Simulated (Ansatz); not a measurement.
Consider the homolysis of the C–Si bond: `CO[SiH](C)N` → `[CH3]`• + `CO[SiH]N`•.

Isolated molecules relaxed with PBE0-D4/def2-TZVP in Ansatz; ΔE leaves out vibrations. CCSD(T)/CBS is the MP2 limit (def2-TZVPP, def2-QZVPP) plus CCSD(T) − MP2 in def2-TZVPP, frozen cores. This one scheme is used for every species. Functionals use def2-TZVPP. B3LYP here is the variant with VWN-RPA as its local correlation; programs differ in this. No spin–orbit coupling; open shells (•) take unrestricted orbitals. One conformer a species, not always the lowest.

```json
{"level": "B3LYP-D4", "ΔE (kJ/mol)": "388.2"}
{"level": "BLYP", "ΔE (kJ/mol)": "361.9"}
{"level": "r2SCAN", "ΔE (kJ/mol)": "375.4"}
{"level": "MP2/def2-TZVPP", "ΔE (kJ/mol)": "416.2"}
```

(1) What does CCSD(T)/CBS give? (An estimate is asked.)

Largest T1 diagnostic among the species: 0.014.

Answers

(1) Computed: +412.0 kJ/mol. The listed levels differ from it by -23.8, -50.1, -36.6, 4.2 kJ/mol.

The D4 term adds +12.3 kJ/mol with B3LYP and +6.9 kJ/mol with PBE0; it sums over pairs of atoms, weighted by their polarisabilities, and B3LYP, whose exchange is more repulsive, gets the larger term. From PBE to PBE0 (25 % exact exchange), in def2-TZVPP and without D4, ΔE moves by +5.0 kJ/mol. In def2-TZVPP, CCSD(T) changes the Hartree–Fock value by +105.2 kJ/mol (the triples alone add +7.6 kJ/mol) and MP2 by +117.4 kJ/mol; breaking electron pairs costs correlation energy, which Hartree–Fock lacks.

CCSD(T)/CBS has its own doubt, a few kJ/mol and more with outer-core shells, so smaller differences from it don't rank the levels.
